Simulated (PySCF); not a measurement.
## Ir (iridium, neutral) across methods

[Xe] 4f14 5d6 6s2 6p1, one real determinant (an excited configuration). Calculation: PySCF 2.14, in def2-TZVPPD with the def2 core potential (60 electrons); a scalar-relativistic core potential.

```csv
method,E (hartree),mean ε 6s α (eV),mean ε 6s β (eV),mean ε 6p α (eV),Σ⟨r²⟩ (bohr²),⟨S²⟩
LDA,-103.8364,-9.294,-7.679,-2.906,66.46,8.754
PBE,-104.0560,-9.067,-7.288,-2.839,66.71,8.755
wB97X,-104.0429,-12.069,-10.484,-5.028,66.31,8.755
BP86,-104.1477,-9.189,-7.527,-2.948,66.53,8.755
UHF,-103.27884,-12.263,-8.925,-5.082,67.58,8.761
r2SCAN,-104.0679,-9.419,-7.317,-3.001,66.39,8.759
M06-L,-104.0845,-9.014,-7.148,-2.714,66.87,8.766
PW91,-104.1051,-9.123,-7.352,-2.880,66.63,8.755
```

(1) Estimate the same row for PBE0.

⟨L²⟩ = 8.07 against 12 for a pure F term, so this real determinant mixes terms. Energies and moments cover only the electrons outside the core potential. Spin-orbit coupling, absent here, splits the open shell strongly.

## Answers

(1) E (hartree) = -104.0163; mean ε 6s α (eV) = -10.058; mean ε 6s β (eV) = -7.971; mean ε 6p α (eV) = -3.527; Σ⟨r²⟩ (bohr²) = 66.48; ⟨S²⟩ = 8.756.
